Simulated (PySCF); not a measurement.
# Relaxation of triplet HfHCl

Method: PySCF, UPBE0, basis Hf def2-TZVP with ECP60, H def2-TZVP, Cl def2-TZVP (scalar-relativistic core potentials, no spin–orbit coupling, density fitting). A (50,194) grid was used.

A start displaced from a saddle point along its imaginary mode, of Cs symmetry, held to at least that symmetry:

Coordinates in bohr (charge 0 multiplicity 3):
```
Hf   -0.0003   -0.0023   -0.7098
H     0.0292    0.2249   -4.3460
Cl    0.0007    0.0053    3.7780
```

Optimiser trace:
```csv
step,E − E(last) (kJ/mol),largest gradient (Eh/bohr)
0,19.81,0.00130
1,19.70,0.00160
2,19.55,0.00194
3,19.33,0.00232
4,19.02,0.00274
5,18.59,0.00318
6,18.00,0.00362
7,17.23,0.00400
8,16.28,0.00428
9,15.16,0.00440
10,13.91,0.00434
11,12.60,0.00449
12,11.29,0.00502
13,5.41,0.01332
14,2.80,0.00700
15,0.90,0.00460
16,0.06,0.00241
17,0.01,0.00101
18,0.00,0.00021
```

It ends at Cs with Hf–Cl 2.340 Å, Hf–H 1.866 Å; Cl–Hf–H 127.1° (after a last refinement on a finer grid). A frequency run shows a minimum. Other isomers or separated fragments may lie lower.

Final geometry:
```xyz
3
charge 0 multiplicity 3, angstrom
Hf   -0.0181   -0.1396   -0.3467
H     0.1090    0.8401   -1.9302
Cl    0.0897    0.6915    1.8379
```

Open d and f shells are described by one determinant, and the ground state may have another occupation or spin. At this level a broken-symmetry Ms = 0 minimum of Cs symmetry lies 14 kJ/mol below this structure. With an element this heavy the missing spin–orbit coupling can shift these numbers.
